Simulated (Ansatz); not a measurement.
Consider the ligand exchange at the Si–N bond: `C=CN([SiH3])[SiH2]Cl` + `[CH3][Al]([OH])[OH]` → `[CH3][Al]([OH])[O][SiH3]` + `C=CN[SiH2]Cl`.

Program: Ansatz. Geometries: PBE0-D4/def2-TZVP. ΔE: electronic, gas phase. CCSD(T)/CBS is the MP2 limit (def2-TZVPP, def2-QZVPP) plus CCSD(T) − MP2 in def2-TZVPP, frozen cores. DFT in def2-TZVPP. One conformer a species, not always the lowest.

```
          level  ΔE (kJ/mol)
        PBE0-D4        -72.5
        ωB97M-V        -73.6
            PBE        -77.3
         r2SCAN        -80.1
CCSD/def2-TZVPP        -78.7
 MP2/def2-QZVPP        -69.7
  MP2/CBS(def2)        -68.7
 CCSD/CBS(def2)        -77.5
```

What does CCSD(T)/CBS give? (Best estimate.)

Ansatz gave: -72.3 kJ/mol. The listed levels differ from it by -0.2, -1.3, -5.0, -7.8, -6.4, 2.6, 3.6, -5.2 kJ/mol.

Largest T1 diagnostic among the species: 0.012.

The D4 term adds +13.8 kJ/mol with B3LYP and +7.2 kJ/mol with PBE0; it sums over pairs of atoms, weighted by their polarisabilities, and B3LYP, whose exchange is more repulsive, gets the larger term. In def2-TZVPP, CCSD(T) changes the Hartree–Fock value by +33.8 kJ/mol (the triples alone add +5.2 kJ/mol) and MP2 by +37.4 kJ/mol.

B3LYP here is the variant with VWN-RPA as its local correlation; programs differ in this.
